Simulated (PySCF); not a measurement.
## Computed properties of 2,5-dihydro-1H-silole (C4H8Si), SMILES [SiH2]1CC=CC1

C4H8Si, SMILES [SiH2]1CC=CC1. Geometry optimised at PBE0-D3(BJ)/def2-SVP. The values are those of a single conformer. All values are computed for the isolated molecule unless a solvent is named; none is compared with measurement here.

**Structure.** The optimised structure has Cs symmetry. All 33 harmonic modes at PBE0-D3(BJ)/def2-SVP (PySCF) are real, so it is a minimum. With heavy atoms numbered as in [CH:1]1=[CH:2][CH2:3][SiH2:4][CH2:5]1, the shortest bond between them is C1–C2 at 1.341 Å and the longest Si4–C5 at 1.903 Å.

**Vibrations.** The strongest infrared lines (harmonic, unscaled, degenerate partners summed) lie at 2224 cm⁻¹ (129 km/mol, H 96 %), 2223 cm⁻¹ (123 km/mol, H 97 %), 679 cm⁻¹ (87 km/mol, H 84 %, C 12 %). The softest mode is at 36 cm⁻¹ and the zero-point energy is 65.7 kcal/mol.

**Electronic structure.** PBE0/def2-TZVP (PySCF) places the frontier levels at -7.06 and 0.46 eV, a gap of 7.52 eV, and gives a dipole moment of 0.41 D and a mean polarisability of 70.5 bohr³. PBE/def2-TZVP (PySCF) at the same geometry gives -5.97 and -0.60 eV, so its gap is 2.15 eV narrower. An orbital gap is neither the optical nor the fundamental gap.

**Excitations.** TDA-M06-2X/def2-SVPD (PySCF) has S1 at 6.61 eV (187 nm, f = 0.008, weak); the most intense of the 10 singlets computed lies at 7.43 eV (f = 0.17). T1 (TDA) is at 4.67 eV, 1.94 eV under S1. TDA-PBE/def2-SVPD (PySCF) puts S1 at 5.86 eV. No vertical singlet excitation falls in the visible range (under 3.1 eV).

**NMR.** GIAO shifts at HF/pcSseg-1 (PySCF) (non-relativistic, atoms alike by connectivity averaged): ¹³C from 11.3 to 142.2 ppm against TMS; ¹H from 1.6 to 6.3 ppm against TMS; ²⁹Si at -25.3 ppm against TMS.

**Solvation.** SMD-B3LYP/6-31G* (PySCF) gives 1.5 kcal/mol in water, -2.9 kcal/mol in n-hexane, -3.1 kcal/mol in chlorobenzene (1 M in both phases, gas-phase geometry).
